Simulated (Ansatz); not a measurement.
Basis sets compared for the cluster BeCl₂⁻ (the lowest doublet isomer of a short search). Charge -1, multiplicity 2. Geometry PBE-D4/def2-TZVPD. Ansatz on 4 threads of Arm Neoverse V1 on a shared host; times are rough, and most runs start from earlier orbitals.

Cartesian coordinates in Å:
```
Be -0.352 -0.113 0.501
Cl -0.088 1.723 -0.061
Cl 0.440 -1.610 -0.440
```

At HF/STO-3G, PBE-D4/def2-SVPD, PBE-D4/def2-TZVPD, PBE0-D4/def2-SVPD and others the highest occupied level of the charge -1 doublet lies above zero (up to 1.36 eV). In Hartree–Fock with STO-3G the lack of diffuse functions raises the level. By energy differences its removal costs 1.41 eV (vertical, to the charge 0 singlet, at LC-ωPBE (ω = 0.30 bohr⁻¹)/def2-TZVPD). The structure comes from a short search, and lower isomers may exist.

```
            level  functions  energy (Eh)  HOMO (eV)  LUMO (eV)  wall time
        HF/STO-3G         23    -923.6718       0.94      12.81      0.1 s
         HF/6-31G         35    -933.7240      -1.61       7.82     0.15 s
 PBE-D4/def2-SVPD         66    -934.6013       1.36       2.89     0.65 s
PBE0-D4/def2-SVPD         66    -934.6839       0.54       3.57     0.95 s
```

**Question.** Estimate the rows for HF/def2-TZVPD, PBE-D4/def2-TZVPD (with forces), PBE0-D4/def2-TZVPD.

**Answer.** 
| level | functions | energy (Eh) | HOMO (eV) | LUMO (eV) | wall time |
| --- | --- | --- | --- | --- | --- |
| HF/def2-TZVPD | 114 | -933.8167 | -1.58 | 4.57 | 0.55 s |
| PBE-D4/def2-TZVPD (with forces) | 114 | -934.9250 | 1.27 | 2.65 | 1.1 s |
| PBE0-D4/def2-TZVPD | 114 | -935.0045 | 0.51 | 3.25 | 1.7 s |
